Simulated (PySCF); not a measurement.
# Correlation energy of Ca(7+) (calcium, charge +7)

[Ne] 3s2 3p1, 2P determinant. Calculation: PySCF 2.14, in an uncontracted even-tempered set (18 s from 0.19 bohr⁻², ratio 2.5; 12 p from 0.24 bohr⁻², ratio 2.5; 5 d from 1.9 bohr⁻², ratio 2.7; 5 f from 2.9 bohr⁻², ratio 2.7); the non-relativistic Hamiltonian (point nucleus). Frozen: 1s2; 11 electrons correlated; the 18 highest virtual orbitals of each spin left out.

MP2 pair energies summed by pair of shells (mhartree):

```
 pair   energy  share (%)
2p-2p  -199.55       50.9
2s-2p   -59.20       15.1
3s-3s   -36.05        9.2
2p-3s   -35.77        9.1
3s-3p   -27.71        7.1
2p-3p   -15.32        3.9
2s-2s   -10.06        2.6
2s-3s    -5.37        1.4
2s-3p    -2.73        0.7
```

Total MP2 correlation energy: -391.75 mhartree.

Same-spin part -95.09 and opposite-spin part -296.66 mhartree; SCS-MP2 scales them by 1/3 and 6/5 to -387.69 mhartree.
